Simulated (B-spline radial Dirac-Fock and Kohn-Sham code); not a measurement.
# How the levels of antimony move as electrons are removed

The computed values come from a B-spline atomic structure program: Dirac-Fock ΔSCF + Breit + QED. Each ion is free and in its tabulated ground configuration. The model has no electron correlation.

Reference: Sb³⁶⁺, [Ne] 3s2 3p3, with K 32621.1 eV, L1 6732.4 eV. Shifts from it, in eV (a dash: the subshell is empty, belongs to an open shell averaged over j, or its hole state is left out as unreliable):

| ion | configuration | K | L1 |
| --- | --- | --- | --- |
| Sb³⁷⁺ | [Ne] 3s2 3p2 | +123.7 | +105.5 |
| Sb³⁸⁺ | [Ne] 3s2 3p1 | +249.3 | +212.4 |
| Sb³⁹⁺ | [Ne] 3s2 | +376.7 | +320.6 |
| Sb⁴⁰⁺ | [Ne] 3s1 | – | – |
| Sb⁴¹⁺ | [He] 2s2 2p6 | +621.2 | +525.8 |
| Sb⁴²⁺ | [He] 2s2 2p5 | ? | ? |
| Sb⁴³⁺ | [He] 2s2 2p4 | +1231.9 | +915.3 |

**Question.** Give the missing shifts for Sb⁴²⁺.

**Answer.** K +924.2, L1 +719.4 (eV).
